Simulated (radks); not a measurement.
These are the eigenvalues of the occupied orbitals of an atom or ion with whole-number occupations (eV). Calculated with a radial shooting solver on a logarithmic mesh with Libxc functionals: scalar-relativistic Kohn-Sham, Slater X-alpha with alpha = 0.939, spin-polarised, spherical densities, finite nucleus; Fermi nuclear charge, rms radius of each element as measured or else 0.836 A^(1/3) + 0.57 fm.

| orbital | eigenvalue |
|---|---|
| 1s up | -90084.04 |
| 1s down | -90046.26 |
| 2s up | -22199.73 |
| 2s down | -22135.60 |
| 2p up | -20443.06 |

Which element is it, and in what charge state? The configuration may be excited. Open shells, if any, are filled with parallel spins first.

Answer. Z = 79, gold, charge +74: Au74+ in [He] 2s2 2p1. The list shows which subshells hold electrons but not how many an open one holds; the 1s level, -3310.5 hartree, gives Z - s = 81.4 by -(Z - s)^2/2, which with screening and relativity narrows Z to a few neighbours, and the depths of the outer levels then fix element, charge and occupations together.
